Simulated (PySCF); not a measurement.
Compounds:

A. SMILES N#C[BH2-][n+]1ccccc1
B. `CC#C[BH2-][N+]#CCC#N`
C. `InChI=1S/C6H7BN2/c1-2-3-4-6-5-8-7-9-6/h1,6-9H,5H2/t6-/m0/s1`

Spectrum 1. ¹³C{¹H} NMR (computed): δ 153.4 (CH), 145.0 (CH), 136.5 (C), 130.4 (CH).

Spectrum 2. ¹³C{¹H} NMR (computed): δ 82.2 (C), 74.1 (C), 73.3 (CH), 72.2 (C), 54.8 (CH2), 48.6 (CH).

Spectrum 3. ¹³C{¹H} NMR (computed): δ 111.0 (C), 109.1 (C), 99.5 (C), 90.5 (C), 8.4 (CH2), 5.9 (CH3).

Computational details: shielding tensors at PBE0/pcSseg-1 (GIAO), geometry: PBE0-D3(BJ)/def2-SVP, couplings computed with B3LYP/pcJ-1 (spin–dipole term left out of most H,H and C,H couplings), in PySCF 2.14 (no solvent, no relativistic terms, fast rotation and ring inversion assumed for equivalent nuclei, single conformer).

Shifts are taken against calculated references (same method and geometry level): TMS for ¹³C. Carbons bonded to boron are broad in practice. Shifts are as computed. Against solution values, carbons near 30 ppm lie about +2 ppm off and those near 130 ppm about +5 ppm. Of 1313 compounds with measured shifts, 239 miss one by over three times the rms of a fit or turn the order of signals round; such compounds aren't used in these exercises.

Problem. Which spectrum belongs to which compound?

Solution. 1–A, 2–C, 3–B.

- Spectrum 1 (A): 4 ¹³C signals; δC 153.4 is an aromatic CH next to a ring nitrogen; δC 130.4 is an aromatic CH.
- Spectrum 2 (C): 6 ¹³C signals; δC 82.2 is an alkyne carbon; δC 74.1 is an alkyne carbon.
- Spectrum 3 (B): 6 ¹³C signals; δC 111.0 is a nitrile carbon; δC 99.5 is an alkyne carbon.
